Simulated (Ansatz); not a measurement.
Born–Oppenheimer molecular dynamics of C$_{4}$H$_{8}$OSi (14 atoms, charge 0, multiplicity 1). It goes on from the last frame of an earlier run, with new velocities.

Computed with RKS PBE-D4/STO-3G in Ansatz 0.2.0.

* ensemble: NVT, Nosé–Hoover chain
* time step: 0.5 fs
* steps asked: 166
* set temperature: 700 K
* thermostat: time constant 100 fs, chain length 1
* seed: 88731

First frame:

```xyz
14
Properties=species:S:1:pos:R:3
C 0.174 -2.815 -0.080
C 0.368 -1.467 -0.224
O 1.499 -0.642 -0.561
Si 0.085 0.347 -0.050
C -0.644 1.451 -1.394
C 0.168 1.013 1.676
H 1.051 -3.532 -0.273
H -0.884 -3.179 0.235
H -1.619 1.032 -1.606
H 0.184 1.577 -2.164
H -0.836 2.410 -0.859
H -0.909 1.186 2.065
H 0.648 2.051 1.859
H 0.693 0.255 2.428
```

(1) What does the run give?

(2) What happens to the structure?

(3) How do temperature and energy run in time?

Results:

(1) The run went to its last step.

```
steps done                                               : 166
time covered                                             : 83 fs
mean temperature over the second half                    : 595 K
spread of the potential energy over the second half      : 13.4 meV per atom
mean potential energy of the second half above the start : 14.4 meV per atom
```

The conserved energy stayed within 0.53 meV per atom of its start (net change 0.16 meV per atom), so the integration is sound. The mean temperature of the second half is 15 % below the set value. A run of 0.083 ps of so small a system gives no equilibrium averages. Limits of this set-up: minimal basis.

(2) The same pairs are bonded in the first frame and the last. Pairs count as bonded within 1.25 times the sum of covalent radii (0.12 Å more for H–H). This is one draw of velocities; another would differ in detail.

(3) 
```tsv
time (fs)	T (K)	potential energy less start (eV)	conserved less start (meV/atom)
0.0	700	0.000	0.00
6.5	606	0.147	0.11
13.0	666	0.052	-0.10
19.5	677	0.035	-0.17
26.0	607	0.149	0.03
32.5	332	0.578	0.17
39.0	856	-0.237	-0.42
45.5	503	0.319	-0.13
52.0	361	0.551	0.24
58.5	830	-0.177	-0.48
65.0	625	0.152	-0.44
71.5	588	0.228	0.12
78.0	622	0.188	0.02
```

The run took 4.6 min on 1 thread of Intel(R) Xeon(R) Platinum 8488C (Sapphire Rapids), on a shared host, peak memory 0.11 GiB.
